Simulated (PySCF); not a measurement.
**Li+ (lithium, charge +1) across methods**

1s2, closed-shell 1S. All numbers are calculated (PySCF 2.14, no relativity, point nucleus, in def2-QZVPPD).

```tsv
method	E (hartree)	mean ε 1s (eV)	Σ⟨r²⟩ (bohr²)	⟨S²⟩
LDA	-7.1428	-59.591	0.9368	0.000
PBE	-7.2567	-60.403	0.9199	0.000
BHandHLYP	-7.2813	-68.823	0.9055	0.000
UHF	-7.23640	-75.984	0.8907	0.000
PBE0	-7.2625	-64.480	0.9106	0.000
TPSSh	-7.2860	-62.998	0.9014	0.000
B97-3	-7.2898	-64.958	0.9036	0.000
r2SCAN	-7.2816	-61.913	0.9041	0.000
wB97X-V	-7.2786	-66.896	0.9098	0.000
```
